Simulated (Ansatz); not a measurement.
# Ansatz timings: CH5AlOSi (SMILES [CH2]1O[SiH2][AlH]1)

The species is CH5AlOSi (9 atoms), meant as a singlet with charge 0. SMILES: `[CH2]1O[SiH2][AlH]1`. Geometry: relaxed at PBE0-D4/def2-TZVP.

```xyz
9

C    -0.3099    1.0225   -0.6535
O     0.6211   -0.0213   -1.0229
Si    0.7678   -1.2239    0.1358
Al   -0.8588    0.2793    1.1211
H    -1.0902    1.0976   -1.4201
H     0.2133    1.9860   -0.6430
H     2.1777   -1.3383    0.6150
H     0.4224   -2.5606   -0.4333
H    -1.8551    0.7124    2.2837
```

Program: Ansatz 0.2.0. Hardware: 1 thread of Intel Xeon 6975P-C (Granite Rapids), shared host, so times are rough. Ansatz fits the integrals of SCF and DFT runs by default. Its times include its search for lower SCF states.

Problem. Estimate their order by wall time, quickest first.
A. energy at B2PLYP/def2-SVP, 12 core orbitals frozen
B. energy at MP2/def2-SVP, 12 core orbitals frozen
C. energy at HF/STO-3G

Solution. C (0.32 s), B (2.2 s), A (6.6 s).
